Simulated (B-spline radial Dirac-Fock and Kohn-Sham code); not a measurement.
Z = 27 (cobalt), transition energy 1820 keV. These are calculated numbers from a radial atomic solver; the model is a Dirac-Hartree-Slater potential of the neutral atom with a Latter tail (no hole, which puts coefficients of high multipoles low close above an edge), finite nucleus with surface currents. Subshells that would emit electrons below 1 keV are left out, and so is internal pair formation.

Problem. A pure transition shows α(K) = 9.25e-05, L1/L2 = 152 and L1/L3 = 277. What is its multipolarity?
A. E2
B. E4
C. E3
D. M3
E. M4
F. E1
G. M2
H. M1

Solution. G. For comparison, α(K), L1/L2, L1/L3 are E1 3.07e-05, 366, 120; E2 5.52e-05, 195, 139; E3 9.21e-05, 111, 143; E4 0.000149, 69.4, 133; M1 5.18e-05, 241, 209; M3 0.000154, 106, 268; M4 0.000249, 78.0, 197.
